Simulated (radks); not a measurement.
Computed order of ionisation of samarium. At each step one electron was removed from each of the four highest sub-shells of the ion before, moves of one valence electron (up to charge 6) and the configuration listed by NIST were tried, and the lowest configuration was kept. Level of theory: Dirac Kohn-Sham, PBE, spin-unpolarised, spherical densities, finite nucleus; Fermi nuclear charge, rms radius of each element as measured or else 0.836 A^(1/3) + 0.57 fm (a radial shooting solver on a logarithmic mesh with Libxc functionals). Sub-shells are occupied by j as written (lower j first in brackets).

[
 {"species": "Sm", "lowest configuration found": "[Xe] 4f(5/2: 6, 7/2: 0) 6s2", "NIST configuration": "same", "margin to the next tried (eV)": "1.924", "IE (eV)": "5.941", "NIST IE (eV)": "5.644", "kind": "exp."},
 {"species": "Sm+", "lowest configuration found": "[Xe] 4f(5/2: 6, 7/2: 0) 6s1", "NIST configuration": "same", "margin to the next tried (eV)": "1.294", "IE (eV)": "11.077", "NIST IE (eV)": "11.08", "kind": "semi-emp."},
 {"species": "Sm2+", "lowest configuration found": "[Xe] 4f(5/2: 6, 7/2: 0)", "NIST configuration": "same", "margin to the next tried (eV)": "4.051", "IE (eV)": "23.923", "NIST IE (eV)": "23.6", "kind": "semi-emp."},
 {"species": "Sm3+", "lowest configuration found": "[Xe] 4f(5/2: 5, 7/2: 0)", "NIST configuration": "same", "margin to the next tried (eV)": "10.393", "IE (eV)": "42.110", "NIST IE (eV)": "41.6", "kind": "semi-emp."},
 {"species": "Sm4+", "lowest configuration found": "[Xe] 4f(5/2: 4, 7/2: 0)", "NIST configuration": "same", "margin to the next tried (eV)": "13.193", "IE (eV)": "62.745", "NIST IE (eV)": "62.7", "kind": "semi-emp."},
 {"species": "Sm5+", "lowest configuration found": "[Xe] 4f(5/2: 3, 7/2: 0)", "NIST configuration": "same", "margin to the next tried (eV)": "7.748", "IE (eV)": "85.461", "NIST IE (eV)": "87", "kind": "theory"},
 {"species": "Sm6+", "lowest configuration found": "[Xe] 4f(5/2: 2, 7/2: 0)", "NIST configuration": "differs (not computed)", "margin to the next tried (eV)": "1.328", "IE (eV)": "104.07", "NIST IE (eV)": "103", "kind": "theory"},
 {"species": "Sm7+", "lowest configuration found": "[Kr] 4d10 4f(5/2: 2, 7/2: 0) 5s2 5p(1/2: 2, 3/2: 3)", "NIST configuration": "differs (not computed)", "margin to the next tried (eV)": "5.547", "IE (eV)": "119.61", "NIST IE (eV)": "118", "kind": "theory"},
 {"species": "Sm8+", "lowest configuration found": "[Kr] 4d10 4f(5/2: 2, 7/2: 0) 5s2 5p(1/2: 2, 3/2: 2)", "NIST configuration": "differs (not computed)", "margin to the next tried (eV)": "5.827", "IE (eV)": "135.54", "NIST IE (eV)": "141", "kind": "theory"},
 {"species": "Sm9+", "lowest configuration found": "[Kr] 4d10 4f(5/2: 2, 7/2: 0) 5s2 5p(1/2: 2, 3/2: 1)", "NIST configuration": "differs (not computed)", "margin to the next tried (eV)": "6.114", "IE (eV)": "151.81", "NIST IE (eV)": "158", "kind": "theory"},
 {"species": "Sm10+", "lowest configuration found": "[Kr] 4d10 4f(5/2: 2, 7/2: 0) 5s2 5p(1/2: 2, 3/2: 0)", "NIST configuration": "differs (not computed)", "margin to the next tried (eV)": "6.409", "IE (eV)": "175.11", "NIST IE (eV)": "179", "kind": "theory"},
 {"species": "Sm11+", "lowest configuration found": "[Kr] 4d10 4f(5/2: 2, 7/2: 0) 5s2 5p(1/2: 1, 3/2: 0)", "NIST configuration": "differs (not computed)", "margin to the next tried (eV)": "11.208", "IE (eV)": "192.61", "NIST IE (eV)": "208", "kind": "theory"},
 {"species": "Sm12+", "lowest configuration found": "[Kr] 4d10 4f(5/2: 2, 7/2: 0) 5s2", "NIST configuration": "same", "margin to the next tried (eV)": "14.669", "IE (eV)": "228.77", "NIST IE (eV)": "237", "kind": "theory"},
 {"species": "Sm13+", "lowest configuration found": "[Kr] 4d10 4f(5/2: 1, 7/2: 0) 5s2", "NIST configuration": "same", "margin to the next tried (eV)": "5.612", "IE (eV)": "257.11", "NIST IE (eV)": "257", "kind": "theory"}
]

Reference values: NIST Atomic Spectra Database (exp. = measured, semi-emp. = semi-empirical, theory = theoretical value adopted there). Spin polarisation and multiplet splitting are left out, so open shells lie too high by an amount that depends on their filling. Tried without a valid solution: [Xe] 4f(5/2: 6, 7/2: 1) 6s1.

Beside tabulated values, note that spin-unpolarised runs miss the spin-polarisation part of the exchange energy of open shells.
